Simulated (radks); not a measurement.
Results of a calculation; reference values are marked as such.
Fe2+, 24 electrons, occupied as [Ar] 3d6. Level of theory: non-relativistic Kohn-Sham, BLYP, spin-polarised, spherical densities, point nucleus; open shells are filled with parallel spins first (a radial shooting solver on a logarithmic mesh with Libxc functionals). Some entries of the table are withheld. Estimate them.

| orbital | occ. | eigenvalue (hartree) | <1/r> (bohr^-1) | <r> (bohr) |
|---|---|---|---|---|
| 1s down | 1 | -255.5354 | 25.52 | 0.05914 |
| 1s up | 1 | -255.5352 | 25.52 | 0.05914 |
| 2s up | 1 | -30.31046 | 5.459 | 0.2703 |
| 2s down | 1 | -30.23963 | 5.468 | 0.2699 |
| 2p up | 3 | -26.25067 | 5.414 | 0.2369 |
| 2p down | 3 | -26.19753 | 5.422 | 0.2365 |
| 3s up | 1 | -4.10289 | 1.724 | 0.8190 |
| 3s down | 1 | -3.94417 | 1.716 | 0.8226 |
| 3p up | 3 | -2.91783 | 1.600 | 0.8593 |
| 3p down | 3 | -2.76291 | 1.588 | 0.8658 |
| 3d up | 5 | -1.00204 | (1) | (2) |
| 3d down | 1 | -0.86379 | (3) | (4) |
| 4s up | 0 | -0.75482 | 0.5240 | 2.493 |
| 4s down | 0 | -0.71759 | 0.5035 | 2.576 |
| 4p up | 0 | -0.53931 | 0.4382 | 2.953 |
| 4p down | 0 | -0.51471 | 0.4196 | 3.061 |

Answer. 
(1) 3d up <1/r> (bohr^-1): 1.254
(2) 3d up <r> (bohr): 1.060
(3) 3d down <1/r> (bohr^-1): 1.210
(4) 3d down <r> (bohr): 1.119
